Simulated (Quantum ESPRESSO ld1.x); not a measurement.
The numbers below are computed, except where a source is named.
Q: These are the eigenvalues of the occupied orbitals of an atom or ion with whole-number occupations (hartree). Level of theory: Dirac Kohn-Sham, BLYP, spin-unpolarised, spherical densities, point nucleus (ld1.x of Quantum ESPRESSO 7.5).

| orbital | eigenvalue |
|---|---|
| 1s1/2 | -403.134 |
| 2s1/2 | -50.7315 |
| 2p1/2 | -45.1714 |
| 2p3/2 | -43.9990 |
| 3s1/2 | -6.50914 |
| 3p1/2 | -4.67697 |
| 3p3/2 | -4.51942 |
| 3d3/2 | -1.41628 |
| 3d5/2 | -1.39472 |
| 4s1/2 | -0.72868 |
| 4p1/2 | -0.41762 |
| 4p3/2 | -0.40860 |

Which element is it, and in what charge state? The configuration may be excited. Open shells, if any, are shared by 2j + 1.

A: Z = 32, germanium, charge +1: Ge+ in [Ar] 3d10 4s2 4p1. The list shows which subshells hold electrons but not how many an open one holds; the 1s level, -403.13 hartree, gives Z - s = 28.4 by -(Z - s)^2/2, which with screening and relativity narrows Z to a few neighbours, and the depths of the outer levels then fix element, charge and occupations together.
